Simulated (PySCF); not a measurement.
Stretching YbS

Set-up: basis Yb x2c-SVPall, S x2c-SVPall; spin-free X2C with a Gaussian nucleus; PySCF 2.14. Energies in eV from Yb (4f14 6s2) + S in their ground configurations at the same level. State: singlet, about 13.8 electrons in the 4f shell (Mulliken).

```tsv
R (Å)	BLYP	ωB97X
2.017	-2.031	-1.641
2.111	-2.728	-2.338
2.204	-3.123	-2.721
2.275	-3.271	-2.851
2.345	-3.323	-2.881
2.415	-3.301	-2.830
2.509	-3.187	-2.672
2.626	-2.953	-2.379
2.767	-2.600	-1.952
2.955	-2.087	-1.356
```

Put a parabola through the three lowest points of the BLYP curve and estimate Re, k and ωe (reduced mass 27.01 u; 1 eV/Å² = 0.16022 mdyn/Å; ωe = 1302.8·√(k/μ) cm⁻¹).

Through R = 2.275, 2.345, 2.415 Å the second-order coefficient is 7.55 eV/Å², so Re ≈ 2.359 Å, k ≈ 2.42 mdyn/Å and ωe ≈ 390 cm⁻¹. A polynomial fit of higher order to the unrounded BLYP energies gives Re = 2.356 Å, k = 2.29 mdyn/Å, ωe = 379 cm⁻¹; anharmonicity and rounding make the difference.

The higher-order fit for each curve: BLYP: Re = 2.356 Å, ωe = 379 cm⁻¹, De = 3.32 eV; ωB97X: Re = 2.333 Å, ωe = 410 cm⁻¹, De = 2.88 eV.

These are scalar-relativistic numbers at best; spin–orbit coupling would shift them, the dissociation energy most.
